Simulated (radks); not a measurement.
Ionisation of the sulfur ion S3+, [Ne] 3s2 3p1, to [Ne] 3s2 as the strength of local exchange is varied. All-electron calculation, scalar-relativistic Kohn-Sham, Slater X-alpha exchange (alpha = 2/3 is LDA exchange), no correlation, spin-polarised, spherical densities, finite nucleus; open shells are filled with parallel spins first; Fermi nuclear charge, rms radius 3.2611 fm. Program: a radial shooting solver on a logarithmic mesh with Libxc functionals.

alpha  E(S3+) (hartree)  exchange (hartree)  IE (eV)  -e of the level emptied (eV)  <r> of it (bohr)
0.577        -391.30082           -18.93781   44.534                   38.319 (3p)             1.692
0.616        -392.58273           -20.26809   45.174                   38.967 (3p)             1.680
0.624        -392.84608           -20.54175   45.306                   39.100 (3p)             1.678
0.666        -394.23087           -21.98287   46.002                   39.805 (3p)             1.665
0.667        -394.26389           -22.01728   46.019                   39.822 (3p)             1.665
0.803        -398.77358           -26.73494   48.312                   42.149 (3p)             1.626

NIST Atomic Spectra Database: 47.22 eV (semi-empirical). The Delta-SCF value meets it near alpha = 0.74. Open shells are spherical and high-spin; term and fine-structure splittings are not resolved.
